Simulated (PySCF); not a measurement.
C4HF5O.
SMILES with atom numbers: `[O:1]=[C:2]([F:3])/[C:4](=[CH:5]/[F:6])[C:7]([F:8])([F:9])[F:10]` (hydrogens: H11 on C5)

Geometry (GFN2-xTB, Å), atoms numbered from 1 in this order:
```
atom  x, y, z in Å
O1    -0.9214   -2.1579    0.2643
C2    -1.1245   -1.0022    0.1931
F3    -2.3936   -0.5212    0.2916
C4    -0.1619    0.1007    0.0024
C5    -0.5645    1.3757   -0.0326
F6     0.2418    2.3949   -0.1886
C7     1.2815   -0.3477   -0.1265
F8     1.7046   -0.9340    0.9989
F9     2.1197    0.6568   -0.3793
F10    1.4273   -1.2329   -1.1167
H11   -1.6036    1.6705    0.0675
```

The calculation used PySCF 2.14.0, density-fitted response routines, TDDFT wB97X-D/def2-SVPD, vertical, gas phase, core orbitals frozen in the response.

Transition dipole moments from the ground state, in atomic units and in the frame of the coordinates above (overall signs are arbitrary), for the states with f of 0.002 or more among the lowest 8:

| state | E (eV) | μx | μy | μz |
| --- | --- | --- | --- | --- |
| S2 | 6.651 | -0.005 | -1.562 | 0.106 |
| S5 | 8.415 | -0.075 | 0.419 | -0.025 |
| S6 | 8.511 | -0.036 | -0.010 | -0.294 |
| S8 | 9.049 | -0.649 | 0.144 | 0.080 |

(1) Work out the oscillator strengths.

(2) Which bond between heavy atoms lies closest to the direction of the S2 transition dipole?

(3) What angle do the transition dipoles of S2 and S6 make?

(4) How is the summed strength of these states shared among x, y and z?

(5) What peak molar absorption coefficient would the strongest computed level give as a lone Gaussian band 0.5 eV wide at half height?

## Answers

(1) f = (2/3) ΔE |μ|² with ΔE in hartree (27.2114 eV).

| state | \|μ\|² (au) | \|μ\| (D) | f |
| --- | --- | --- | --- |
| S2 | 2.451 | 3.98 | 0.399 |
| S5 | 0.182 | 1.08 | 0.037 |
| S6 | 0.088 | 0.75 | 0.018 |
| S8 | 0.448 | 1.70 | 0.099 |

(2) O1–C2, at 10° from it; next C4–C5 at 18°.

(3) |cos θ| = |μa·μb| / (|μa| |μb|) = 0.03, so θ ≈ 88° (taken between 0 and 90°, since the signs are arbitrary).

(4) (2/3) Σ ΔE μα² gives 0.095 for x, 0.438 for y and 0.021 for z, 0.554 in all.

(5) ε(max) = 2.175×10⁸ f / FWHM, with the width in cm⁻¹. S2: 2.175×10⁸ × 0.3994 / 4033 ≈ 22000 L mol⁻¹ cm⁻¹.

Rough CPU time on one thread of a shared machine: about 2 min.

One conformer stands for the species.
